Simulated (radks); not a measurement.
Question: The table gives one normalised radial function P(r) = r R(r) of Ce+ in [Xe] 5d2 6s1 (r in bohr). All-electron calculation, scalar-relativistic Kohn-Sham, r2SCAN, spin-unpolarised, spherical densities, finite nucleus; meta-GGA in the generalised Kohn-Sham scheme; Fermi nuclear charge, rms radius 4.8771 fm. Program: a radial shooting solver on a logarithmic mesh with Libxc functionals.

r	P
0.001589	0.0515
0.002154	0.0654
0.002919	0.0820
0.003956	0.1008
0.005361	0.1206
0.007266	0.1388
0.009847	0.1504
0.01335	0.1481
0.01809	0.1219
0.02451	0.0624
0.03322	-0.0328
0.04502	-0.1471
0.06102	-0.2334
0.0827	-0.2192
0.1112	-0.0592
0.1507	0.2024
0.2042	0.3570
0.2768	0.1778
0.3751	-0.2723
0.5084	-0.5314
0.689	-0.1884
0.9337	0.5239
1.265	0.9612
1.715	0.8252
2.324	0.4158
3.15	0.1215
4.269	0.0192
5.786	0.0015
7.841	0.0000
10.63	0.0000

Which n and l does it have? It may be an empty orbital.

Answer: n = 5, l = 0: the number of nodes gives n - l - 1 = 4, the rise at small r (about r^(l+1), flatter next to the nucleus through relativity) gives l, and the extent must fit the shell. The curve is that of 5s. 5s: eigenvalue -51.135 eV, 4 radial nodes at r = 0.0302, 0.120, 0.315, 0.750 bohr, <r> = 1.50 bohr, 90 % of the charge inside 2.14 bohr.
